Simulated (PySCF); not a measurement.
## Nuclear quadrupole coupling in `CN1CCCN1[SiH3]`

Compound: C₄H₁₂N₂Si.
Geometry (GFN2-xTB, Å), atoms numbered from 1 in this order:
```
atom  x, y, z in Å
C1     0.1384    1.8432   -0.1924
N2     0.0965    0.6907    0.6979
C3    -1.2607    0.2966    1.0467
C4    -1.7395   -0.6260   -0.0965
C5    -0.4192   -1.0909   -0.7323
N6     0.6065   -0.4809    0.0965
Si7    2.2872   -0.7977    0.0615
H8    -0.4697    1.7236   -1.0982
H9     1.1743    2.0078   -0.4819
H10   -0.2133    2.7131    0.3598
H11   -1.8967    1.1687    1.1900
H12   -1.2059   -0.2643    1.9827
H13   -2.3235   -1.4595    0.2867
H14   -2.3505   -0.0771   -0.8124
H15   -0.3470   -0.7660   -1.7794
H16   -0.2942   -2.1741   -0.7070
H17    2.3972   -2.2486   -0.1016
H18    3.0193   -0.1657   -1.0560
H19    2.7910   -0.2834    1.3284
```

Field gradients from the PBE0/pcSseg-1 density (PySCF, non-relativistic), principal values in atomic units, ordered |Vxx| ≤ |Vyy| ≤ |Vzz|:

```
atom     Vxx     Vyy      Vzz
  N2  0.4607  1.0060  -1.4667
  N6  0.3004  1.0611  -1.3616
```

Problem. Find the asymmetry η = (Vxx − Vyy)/Vzz and the couplings χ = eQV/h (234.96 MHz × Q in barn × V in au), with Q(14N) = 0.02044 b.

Solution. 
| atom | environment | nucleus | η | χzz (MHz) | χxx (MHz) | χyy (MHz) |
| --- | --- | --- | --- | --- | --- | --- |
| N2 | hydrazine nitrogen | 14N | 0.37 | -7.04 | 2.21 | 4.83 |
| N6 | hydrazine nitrogen | 14N | 0.56 | -6.54 | 1.44 | 5.10 |

The tensor is traceless: Vxx + Vyy + Vzz = 0.

Problem. What is Vzz at N2 in SI units (1 au = 9.71736 × 10²¹ V/m²)?

Solution. -1.4667 au = -14.252 × 10²¹ V/m².

Problem. And the gradient at the other heavy atoms, for which no coupling is worked out here?

Solution. 
```
atom                   environment  Vzz (au)     η
  C1               N-methyl carbon     0.200  0.17
  C3  sp3 carbon bound to nitrogen     0.214  0.51
  C4               ring CH2 carbon     0.090  0.60
  C5  sp3 carbon bound to nitrogen     0.221  0.34
 Si7                  SiH3 silicon     0.321  0.36
```

Problem. What couplings would deuterons (Q(2H) = 0.00286 b) have in place of the hydrogens, at this geometry?

Solution. 
| atom | bonded to | bond length (Å) | Vzz (au) | η | χzz (kHz) |
| --- | --- | --- | --- | --- | --- |
| H8 | C1 | 1.098 | 0.2930 | 0.06 | 197 |
| H9 | C1 | 1.088 | 0.3087 | 0.06 | 207 |
| H10 | C1 | 1.089 | 0.3089 | 0.05 | 208 |
| H11 | C3 | 1.089 | 0.3070 | 0.05 | 206 |
| H12 | C3 | 1.093 | 0.2989 | 0.02 | 201 |
| H13 | C4 | 1.087 | 0.3136 | 0.01 | 211 |
| H14 | C4 | 1.090 | 0.3089 | 0.01 | 208 |
| H15 | C5 | 1.099 | 0.2892 | 0.02 | 194 |
| H16 | C5 | 1.091 | 0.3032 | 0.04 | 204 |
| H17 | Si7 | 1.464 | 0.1614 | 0.04 | 108 |
| H18 | Si7 | 1.478 | 0.1506 | 0.02 | 101 |
| H19 | Si7 | 1.457 | 0.1676 | 0.01 | 113 |

Isolated species at its GFN2-xTB geometry (one conformer only). GFN2-xTB bond lengths can be off by several hundredths of an ångström, more for odd bonds, and the gradients follow them. The basis is small and wasn't made for field gradients, so the couplings can be 20 % off.
